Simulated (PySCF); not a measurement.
## `F[SiH2][SiH2]O[SiH3]`, FH7OSi3

Geometry:
| atom | x (Å) | y (Å) | z (Å) |
| --- | --- | --- | --- |
| F1 | -3.153 | -1.657 | 0.466 |
| Si2 | -2.227 | -0.346 | 0.244 |
| Si3 | -0.053 | -1.065 | 0.360 |
| O4 | 0.815 | 0.271 | 0.041 |
| Si5 | 2.086 | 1.235 | -0.231 |
| H6 | -2.715 | 0.557 | 1.290 |
| H7 | -2.717 | 0.165 | -1.039 |
| H8 | 0.404 | -1.558 | 1.669 |
| H9 | 0.352 | -2.074 | -0.630 |
| H10 | 1.499 | 2.422 | -0.848 |
| H11 | 3.010 | 0.534 | -1.119 |
| H12 | 2.700 | 1.515 | 1.065 |

Computed, not measured: GIAO B3LYP/pcSseg-1 magnetisability, rotational g tensor and spin-rotation constants, non-relativistic, gas phase (PySCF 2.14.0). Geometry: GFN2-xTB.

(1) What are the magnetisability and the molar susceptibility?

(2) Split it along the inertial axes a, b, c into diamagnetic and paramagnetic parts about the centre of mass, with the quadrupole moment.

(3) And the rotational g tensor?

## Answers

(1) Isotropic -901 × 10⁻³⁰ J/T², or -54.2 × 10⁻⁶ cm³/mol; principal values -1166, -784, -752 × 10⁻³⁰ J/T², anisotropy 400 × 10⁻³⁰ J/T² (root of half the summed squared differences of the principal values). The susceptibility is in cgs units.

(2) 
| axis | χ (10⁻⁶ cm³/mol) | diamagnetic (10⁻⁶ cm³/mol) | paramagnetic (10⁻⁶ cm³/mol) | summed x² of all electrons (Å²) | quadrupole Θ (D Å) |
| --- | --- | --- | --- | --- | --- |
| a | -66.1 | -276.5 | 210.5 | 311.3 | -4.81 |
| b | -51.4 | -1405.0 | 1353.7 | 45.3 | +2.80 |
| c | -45.3 | -1512.7 | 1467.4 | 19.9 | +2.01 |

Anisotropies 2χaa − χbb − χcc = -35.5 and 2χbb − χaa − χcc = +8.5 × 10⁻⁶ cm³/mol. Θ is traceless in Buckingham's convention.

(3) 
| axis | rotational constant (GHz) | g | nuclear part | electronic part |
| --- | --- | --- | --- | --- |
| a | 8.0980 | -0.1139 | 0.6869 | -0.8008 |
| b | 0.8764 | -0.0202 | 0.5371 | -0.5573 |
| c | 0.8128 | -0.0209 | 0.5394 | -0.5603 |

Asymmetric top; isotopes 19F, 1H, 16O, 28Si; no vibrational averaging.
